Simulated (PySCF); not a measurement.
How methods differ on the excitation energy of C⁺

C⁺ [He] 2s2 2p1 (2P) → C⁺ [He] 2s2 3s1 (2S), as a difference of total energies. All numbers are calculated (PySCF 2.14, no relativity, point nucleus, in aug-cc-pVTZ (5s4p3d2f, 46 functions)). Correlated levels: valence: 1s2 frozen. The calculations carry no spin-orbit coupling.

```csv
method,excitation energy (eV)
UHF,14.390
MP2 (valence),14.363
SCS-MP2 (valence),14.348
CCSD (valence),14.481
CCSD(T) (valence),14.406
CCSDT (valence),14.410
```

Errors of the correlated levels include the incompleteness of this basis and the frozen core.

The coupled-cluster amplitudes are large for the upper state (T1 above 0.03 or a double amplitude above 0.15), so a single reference is strained.

For comparison: 14.444 eV (measured; NIST levels, between the centres of gravity of the two terms).
